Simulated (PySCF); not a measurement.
H2OSi, neutral, multiplicity 1. Atoms are numbered in the order given.

```xyz
4

Si     0.1007     0.6300     0.0000
H     -1.4326     0.8430     0.0000
O      0.0962    -1.0225     0.0000
H     -0.7461    -1.4832     0.0000
```
Charge 0, spin multiplicity 1.

Geometry optimised at PBE0-D3(BJ)/def2-TZVP.

All values below come from PySCF with M06-2X/def2-TZVPD.

- total energy: -365.89824 hartree
- point group: Cs
- highest occupied level: -7.68 eV
- lowest empty level: -1.22 eV
- orbital gap: 6.46 eV
- dipole moment: 1.51 D
- quadrupole, principal values (traceless, Buckingham form, about the centre of nuclear charge): -4.11, 1.79, 2.32 D·Å
- mean static polarisability: 36.9 bohr³ (5.47 Å³)
- polarisability, principal values: 33.0, 37.2, 40.5 bohr³
